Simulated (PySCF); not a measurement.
Gas-phase reaction: 2 ZrCl4 + H2O2 ⇌ 2 ZrCl3OH + 2 Cl

Energies from PySCF, thermal terms from the rigid-rotor harmonic-oscillator model, ideal gas at 1 bar. † marks an energy on the PBE0/def2-TZVP geometry and frequencies; other levels use their own. Open shells (unrestricted): Cl (multiplicity 2); the rest are closed-shell singlets. Spin-orbit splitting is ignored; it lowers the true energy and changes the entropy of Cl. B3LYP is the form with VWN-RPA correlation. Zr: scalar-relativistic def2 core potential, no spin-orbit coupling. ZrCl3OH: computed as isolated molecules; such fragments, hydroxides, amides, oligomers or adducts are transient or little studied in the gas.

```csv
level,"ΔH°(298 K), kJ"
B3LYP/def2-TZVP†,___
BLYP/def2-TZVP†,107
PBE/def2-SVP,___
PBE/def2-TZVP†,___
PBE0/def2-SVP†,105
ωB97M-V/def2-TZVP†,111
ωB97X-V/def2-TZVP†,105
```

### Question
Some entries are withheld; supply them.

### Answer

- B3LYP/def2-TZVP†, ΔH°(298 K), kJ: 92
- PBE/def2-SVP, ΔH°(298 K), kJ: 139
- PBE/def2-TZVP†, ΔH°(298 K), kJ: 149
